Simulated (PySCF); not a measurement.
**Simulated absorption spectrum**

Species: C₃H₉ClSSi₂.
Numbering: `[Cl:1][Si@H:2]1[CH2:3][CH2:4][S:5][SiH2:6][CH2:7]1` (hydrogens: H8 on Si2; H9, H10 on C3; H11, H12 on C4; H13, H14 on Si6; H15, H16 on C7)

Structure used (GFN2-xTB), in Å, numbered top down from 1:
```
atom  x, y, z in Å
Cl1   -0.2150   -0.0355    2.7441
Si2    0.0532   -1.0958    1.0385
C3    -1.4444   -0.7697   -0.0966
C4    -1.5853    0.6789   -0.5463
S5    -0.3617    1.1654   -1.8216
Si6    1.4312    1.2129   -0.6479
C7     1.6390   -0.4879    0.1828
H8     0.1233   -2.5176    1.3785
H9    -1.3920   -1.4040   -0.9821
H10   -2.3635   -1.0449    0.4263
H11   -2.5501    0.8398   -1.0278
H12   -1.4953    1.3710    0.2912
H13    1.2887    2.2686    0.3526
H14    2.4797    1.4891   -1.6176
H15    1.9224   -1.2136   -0.5792
H16    2.4625   -0.4479    0.8936
```

Level of theory: TDDFT wB97X-D/def2-SVPD, vertical, gas phase, core orbitals frozen in the response (PySCF).

Computed states:

| state | E (eV) | f |
| --- | --- | --- |
| S1 | 5.84 | 0.0047 |
| S2 | 6.17 | 0.011 |
| S3 | 6.88 | 0.0098 |
| S4 | 7.15 | 0.0060 |
| S5 | 7.27 | 0.030 |
| S6 | 7.34 | 0.029 |
| S7 | 7.61 | 0.021 |
| S8 | 7.62 | 0.019 |

Each state is given a Gaussian of 0.4 eV full width at half maximum, with ε(max) = 2.175×10⁸ f / Δν̃ (Δν̃ the width in cm⁻¹). The width is an assumption, not a result. The curve ends short of the highest state used, and states not computed would add to its high-energy end.

Problem. What does the envelope look like, and where are its maxima?

Solution. 
E (eV), ε (L mol⁻¹ cm⁻¹) and a bar:
```
     5.24          1 
     5.28          1 
     5.31          2 
     5.34          4 
     5.37          7 
     5.40         11 
     5.44         19 
     5.47         29 
     5.50         42 #
     5.53         59 #
     5.57         89 #
     5.60        118 ##
     5.63        150 ###
     5.66        187 ###
     5.69        227 ####
     5.73        281 #####
     5.76        323 #####
     5.79        363 ######
     5.82        403 #######
     5.86        454 ########
     5.89        493 ########
     5.92        533 #########
     5.95        575 ##########
     5.99        634 ###########
     6.02        679 ###########
     6.05        722 ############
     6.08        759 #############
     6.11        785 #############
     6.15        797 #############
     6.18        786 #############
     6.21        756 #############
     6.24        708 ############
     6.28        622 ##########
     6.31        546 #########
     6.34        467 ########
     6.37        389 ######
     6.41        296 #####
     6.44        240 ####
     6.47        198 ###
     6.50        171 ###
     6.53        161 ###
     6.57        175 ###
     6.60        204 ###
     6.63        248 ####
     6.66        306 #####
     6.70        401 #######
     6.73        483 ########
     6.76        570 ##########
     6.79        661 ###########
     6.82        755 #############
     6.86        890 ###############
     6.89       1002 #################
     6.92       1132 ###################
     6.95       1287 ######################
     6.99       1549 ##########################
     7.02       1795 ##############################
```

Maxima: 202 nm (6.15 eV), ε about 800, made up of S2 (92%) (ε in L mol⁻¹ cm⁻¹; maxima over ε = 5, shares over 10%). At its high-energy end, 7.02 eV, the curve is still rising (ε about 1800, from S3, S4, S5 and S6).

Problem. On this curve, what absorbance would a 10⁻³ mol/L sample give at 222 nm over a 1 cm path?

Solution. 222 nm is 5.585 eV, where ε is about 100 L mol⁻¹ cm⁻¹, so A = ε c l ≈ 0.1 (Beer–Lambert, with the gas-phase spectrum and the assumed width).

Problem. Coming from long wavelengths, where does ε first pass 100 L mol⁻¹ cm⁻¹?

Solution. At about 222 nm (5.58 eV), 0.26 eV below S1.

Problem. What would ε be at 6.15 eV, the highest of these maxima, with half the width (0.2 eV)?

Solution. About 1430 L mol⁻¹ cm⁻¹ against 797, a factor of about 1.8; a lone state at its own centre would give exactly 2.

Time: 78 s (with the writing of density and orbital grids); peak memory 1.0 GiB. Hardware: Arm Neoverse V2, one thread, shared host with 96 logical CPUs at a one-minute load of 79.

One conformer stands for the species.

Without π bonds the low states are Rydberg-like; a valence basis with one diffuse set may place them up to an eV too high.
